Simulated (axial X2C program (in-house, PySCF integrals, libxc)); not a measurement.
**SbF: cheaper levels and CCSD(T), 2c**

All values were computed with an in-house all-electron X2C program for linear molecules (integrals from PySCF). Two-component (2c) means X2C with spin–orbit coupling and atomic mean-field two-electron Coulomb and Gaunt terms. Basis: Sb dyall-cv3z [11s12p8d4f1g], F dyall-av3z [7s6p3d2f] (cores contracted in-house); Gaussian nuclei, density fitting, unrestricted open shells. Masses: Sb 120.904 u, F 18.998 u.

State: Ω = 1 (⟨Sz⟩ = 1.00, ⟨Lz⟩ = 0.00 at HF); fragments Sb + F.

| level | Re (Å) | ωe (cm⁻¹) | De (eV) |
| --- | --- | --- | --- |
| PBE0 | 1.923 | 606.7 | 4.07 |
| HF | 1.899 | 644.7 | 2.18 |
| MP2 | 1.935 | 600.4 | 4.26 |
| PW91 | 1.950 | 573.0 | 4.53 |

Correlated methods: 12 electrons correlated (number of frozen shells: Sb 4 s, 3 p, 2 d; F 1 s), 256 virtual spin orbitals or spinors in MP2, 90 natural virtuals in coupled cluster.

CCSD(T), same Hamiltonian and basis:

Re = 1.932 Å, ωe = 602.5 cm⁻¹, De = 3.97 eV; T1 = 0.018 (Lee–Taylor normalisation).

(1) Give the differences from CCSD(T) in the columns below.

Occupations by symmetry block were frozen at the best pattern of an incomplete PBE0 search. De is counted from the lowest determinant-based energies of the atoms at the same level, without counterpoise correction. Density functionals use the spin component along the axis (collinear). Coupled cluster ran in a truncated set of natural virtual spinors; the MP2 energy of the rest was added. (T) has no such correction and the atoms are truncated less, which lowers De at CCSD(T) by a hundredth of an eV or more. In 2c an atomic determinant is not the ground J level, so De misses part of the atomic spin–orbit lowering. This holds for PBE0, PW91. PBE0 can misorder states that lie within some tenths of an eV, so this need not be the ground state of the molecule. The nearest other 2c determinant of the search, Ω = 0, lies 0.44 eV up at the distance of the search. The functionals have no current-density term, which raises determinants with orbital currents, atoms included. With several unpaired electrons one determinant need not be a pure state. Open-shell Ω = 0 determinants with evenly filled partner blocks cannot be reached by this program, so the Ω shown need not be the lowest component. This is the Ω = 1 component of a π² triplet; the 0⁺ component is not one determinant and can lie lowest. With the outer-core shells frozen, correlated bond lengths of heavy atoms tend to come out a few hundredths of an ångström too long.

Answers

(1) 

```csv
level,ΔRe (Å),Δωe (cm⁻¹),ΔDe (eV)
PBE0,-0.009,4,0.10
HF,-0.033,42,-1.79
MP2,0.003,-2,0.29
PW91,0.018,-30,0.56
```
